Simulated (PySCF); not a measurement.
A GIAO shielding run with PySCF 2.14.0 with density-fitted response routines (density fitting, non-relativistic, gas phase) on SMILES [SiH3]O[Si@@H](COC)F, C$_{2}$H$_{9}$FO$_{2}$Si$_{2}$:

```
$ OMP_NUM_THREADS=1 python probes_run.py task.json out

{"job": {"kind": "nmr", "xc": "PBE0", "basis": "pcSseg-1"}, "charge": 0, "multiplicity": 1}
C     -1.838587    -0.469280     1.165307
O     -0.759895     0.080918     0.458898
C     -1.005980     0.233453    -0.926587
Si     0.636123     0.812678    -1.695260
F      0.672384     2.419400    -1.650954
O      1.842233     0.274000    -0.795518
Si     2.176367    -0.403354     0.663548
H     -2.075544    -1.478517     0.803829
H     -2.735557     0.155611     1.070790
H     -1.538409    -0.518516     2.210312
H     -1.337088    -0.722729    -1.354412
H     -1.819486     0.953097    -1.088077
H      0.863729     0.426576    -3.071590
H      1.740278     0.477630     1.737017
H      3.632442    -0.514684     0.576127
H      1.539392    -1.717338     0.707070
```

Hardware: 1 thread of an Arm Neoverse N1, shared host. The job also computes population analyses, field gradients.

(1) How large is the calculation?

(2) How long does it take, and how much memory does it need?

## Answers

(1) 74 electrons, 178 basis functions and 973 auxiliary functions.

(2) 47 s of wall time, with 13 SCF cycles and 4 response iterations; peak memory 0.82 GiB. Times on a shared host scatter by some tens of per cent.
